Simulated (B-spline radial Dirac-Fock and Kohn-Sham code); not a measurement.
Relativistic shifts of the levels of Tm⁵⁰⁺

System: the Tm⁵⁰⁺ ion, [Ar] 3d1.

Both columns are ΔSCF binding energies of the configuration average from a radial finite-basis atomic code: non-relativistic Hartree-Fock with a point nucleus, and Dirac-Fock with a finite nucleus and the Coulomb interaction alone, averaged over the two j levels with weights 2j+1.

```csv
shell,Hartree-Fock (eV),Dirac-Fock (eV),shift (eV),shift (%)
1s,58852.8,63053.1,+4200.23,+7.14
2s,12290.5,13436.6,+1146.11,+9.33
2p,11893.9,12294.3,+400.33,+3.37
3s,4808.9,5144.9,+336.03,+6.99
3p,4639.4,4782.6,+143.14,+3.09
3d,4415.8,4429.1,+13.28,+0.30
```

Relativity binds 1s, 2s, 2p, 3s, 3p, 3d more strongly, among those listed most of all 2s in relative terms.

Values without a named source are computed, but for edge energies of neutral atoms, which are taken from tables.
